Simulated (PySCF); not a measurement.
# Co⁺ (cobalt, charge +1) across methods

[Ar] 3d7 4s1, high-spin 5F determinant (an excited configuration). Calculation: PySCF 2.14, in dyall-av2z (16s12p7d2f, 101 functions); the non-relativistic Hamiltonian (point nucleus).

```json
{"method": "UHF", "E (hartree)": "-1381.15828", "mean ε 3d α (eV)": "-28.061", "mean ε 3d β (eV)": "-24.279", "mean ε 4s α (eV)": "-15.607", "Σ⟨r²⟩ (bohr²)": "24.62", "⟨S²⟩": "6.002"}
{"method": "r2SCAN0", "E (hartree)": "-1382.389", "mean ε 3d α (eV)": "-21.320", "mean ε 3d β (eV)": "-18.424", "mean ε 4s α (eV)": "-14.233", "Σ⟨r²⟩ (bohr²)": "24.37", "⟨S²⟩": "6.001"}
{"method": "r2SCAN", "E (hartree)": "-1382.412", "mean ε 3d α (eV)": "-18.836", "mean ε 3d β (eV)": "-16.147", "mean ε 4s α (eV)": "-13.576", "Σ⟨r²⟩ (bohr²)": "24.43", "⟨S²⟩": "6.001"}
{"method": "PBE", "E (hartree)": "-1382.180", "mean ε 3d α (eV)": "-18.464", "mean ε 3d β (eV)": "-15.909", "mean ε 4s α (eV)": "-13.271", "Σ⟨r²⟩ (bohr²)": "24.64", "⟨S²⟩": "6.000"}
{"method": "MN15", "E (hartree)": "-1382.788", "mean ε 3d α (eV)": "-22.157", "mean ε 3d β (eV)": "-18.996", "mean ε 4s α (eV)": "-14.299", "Σ⟨r²⟩ (bohr²)": "24.77", "⟨S²⟩": "6.003"}
{"method": "HSE06", "E (hartree)": "-1382.220", "mean ε 3d α (eV)": "-20.572", "mean ε 3d β (eV)": "-17.797", "mean ε 4s α (eV)": "-13.660", "Σ⟨r²⟩ (bohr²)": "24.49", "⟨S²⟩": "6.001"}
{"method": "PBE0", "E (hartree)": "-1382.208", "mean ε 3d α (eV)": "-21.009", "mean ε 3d β (eV)": "-18.200", "mean ε 4s α (eV)": "-13.966", "Σ⟨r²⟩ (bohr²)": "24.50", "⟨S²⟩": "6.001"}
{"method": "B97-3", "E (hartree)": "-1382.285", "mean ε 3d α (eV)": "-21.115", "mean ε 3d β (eV)": "-18.401", "mean ε 4s α (eV)": "-13.774", "Σ⟨r²⟩ (bohr²)": "24.47", "⟨S²⟩": "6.002"}
```

Task: Estimate the same row for LDA.

Result: E (hartree) = -1379.844; mean ε 3d α (eV) = -18.754; mean ε 3d β (eV) = -15.953; mean ε 4s α (eV) = -13.525; Σ⟨r²⟩ (bohr²) = 24.54; ⟨S²⟩ = 6.001.
